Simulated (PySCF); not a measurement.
# Computed structure and properties of [WO2(H2O)5]2+

System: [WO2(H2O)5]2+ (singlet; a saddle point, relaxed within its symmetry); start: displaced along the imaginary mode (C5h). Method: PySCF 2.14.0, RKS PBE, W def2-SVP with ECP60, O def2-SVP, H def2-SVP; non-relativistic Hamiltonian with scalar-relativistic core potentials where named; density fitting; no spin-orbit coupling.

Input of the relaxation:

```python
mol = gto.M(atom='''
W      0.00000     0.00000    -0.00000
O      0.00000    -0.00000     1.79386
O     -0.00000     0.00000    -1.79386
O      2.16230    -0.03965    -0.00000
H      2.71901     0.24996     0.80981
H      2.71901     0.24996    -0.80981
O      0.70589     2.04422     0.00000
H      0.60249     2.66318     0.80981
H      0.60249     2.66318    -0.80981
O     -1.72603     1.30304     0.00000
H     -2.34665     1.39597     0.80981
H     -2.34665     1.39597    -0.80981
O     -1.77264    -1.23889    -0.00000
H     -2.05280    -1.80042     0.80981
H     -2.05280    -1.80042    -0.80981
O      0.63048    -2.06872    -0.00000
H      1.07795    -2.50869     0.80981
H      1.07795    -2.50869    -0.80981''',
    basis={'W': 'def2-SVP', 'O': 'def2-SVP', 'H': 'def2-SVP'},
    ecp={'W': 'def2-SVP'},
    charge=2, spin=0)
mf = dft.RKS(mol, xc='PBE')
mf.grids.atom_grid = (50, 194)
mf = mf.density_fit()  # fitting sets: W def2-universal-JKFIT, O def2-universal-JKFIT, H def2-universal-JKFIT
mf.conv_tol = 1e-08; mf.max_cycle = 55
mf.kernel(dm0)  # dm0: converged density of the start geometry
# quasi-Newton relaxation in Cartesian coordinates to a largest gradient under 0.00045 Eh/bohr, steps kept in the point group
```

Run from Python with OMP_NUM_THREADS=4; the lines above give its settings. Where DIIS fails, smearing, a level shift and second-order steps follow.
It took 57 s on 4 threads of AMD EPYC 9R45 96-Core Processor (Zen 5), with other jobs on the host, from the converged density of the start.

Course of the relaxation:

```csv
step,energy above end (eV),largest force component within the symmetry (eV/Å)
0,0.3767,2.294
1,0.0210,0.114
2,0.0098,0.051
3,0.0044,0.063
4,0.0004,0.030
5,0.0001,0.018
6,0.0000,0.006
7,0.0000,0.001
```

Relaxed geometry (C5h):

```xyz
18

W     0.0000    0.0000    0.0000
O     0.0000    0.0000    1.7936
O     0.0000    0.0000   -1.7936
O     2.1717   -0.0580    0.0000
H     2.6582    0.2519    0.7994
H     2.6582    0.2519   -0.7994
O     0.7262    2.0475    0.0000
H     0.5818    2.6059    0.7994
H     0.5818    2.6059   -0.7994
O    -1.7228    1.3234    0.0000
H    -2.2986    1.3586    0.7994
H    -2.2986    1.3586   -0.7994
O    -1.7910   -1.2295    0.0000
H    -2.0024   -1.7662    0.7994
H    -2.0024   -1.7662   -0.7994
O     0.6159   -2.0833    0.0000
H     1.0610   -2.4502    0.7994
H     1.0610   -2.4502   -0.7994
```

```tsv
contact	Å
W1–O2 (O)	1.794
W1–O3 (O)	1.794
W1–O4 (H2O)	2.172
W1–O7 (H2O)	2.172
W1–O10 (H2O)	2.172
W1–O13 (H2O)	2.172
W1–O16 (H2O)	2.172
```

On the finer grid (75, 302):

The HOMO is -14.14 eV, the LUMO is -11.88 eV and the dipole about the centre of mass is 0.00 D. The set of Mulliken populations of W1 outside the core potential is s 2.46, p 6.57, d 3.97, f 0.23 and the D3(BJ) dispersion energy (not in the energies) is -0.443 eV.

| atom | Mulliken (e) | Löwdin (e) | spin (e) |
| --- | --- | --- | --- |
| W1 | 0.78 | 0.01 | 0.00 |
| O2 | -0.35 | -0.15 | 0.00 |
| O3 | -0.35 | -0.15 | 0.00 |
| O4 | -0.20 | 0.11 | 0.00 |
| H5 | 0.29 | 0.18 | 0.00 |
| H6 | 0.29 | 0.18 | 0.00 |
| O7 | -0.20 | 0.11 | 0.00 |
| H8 | 0.29 | 0.18 | 0.00 |
| H9 | 0.29 | 0.18 | 0.00 |
| O10 | -0.20 | 0.11 | 0.00 |
| H11 | 0.29 | 0.18 | 0.00 |
| H12 | 0.29 | 0.18 | 0.00 |
| O13 | -0.20 | 0.11 | 0.00 |
| H14 | 0.29 | 0.18 | 0.00 |
| H15 | 0.29 | 0.18 | 0.00 |
| O16 | -0.20 | 0.11 | 0.00 |
| H17 | 0.29 | 0.18 | 0.00 |
| H18 | 0.29 | 0.18 | 0.00 |

On the grid (50, 194), as all that follows. Harmonic modes: 2 unstable, so a saddle point once the symmetry is let go (counted below −25 cm⁻¹); lowest -195 cm⁻¹ (negative: unstable), highest 3657 cm⁻¹, zero-point energy 3.533 eV.

Rigid scan of O along the line from its metal:

distance to O2 (Å), energy (eV) and a bar:
```
     1.49      3.332 ##############################
     1.59      1.231 ###########
     1.69      0.258 ##
     1.79      0.000 
     1.89      0.183 ##
     1.99      0.626 ######
     2.09      1.213 ###########
     2.24      2.200 ####################
```

Taking off one H2O (charge 0, singlet; the rest: singlet) in vacuum, both parts rigid, costs 2.62 eV; the small basis without counterpoise inflates it. Parting with an electron moved from the ligand to the metal can be far cheaper, even downhill.

Rigid scan of H2O along the line from its metal:

```
distance to O4 (Å)  energy (eV)
              1.87        0.710
              1.97        0.262
              2.07        0.055
              2.17        0.000
              2.27        0.038
              2.37        0.131
              2.57        0.387
```

One start shape was tried, so this needn't be the lowest isomer.
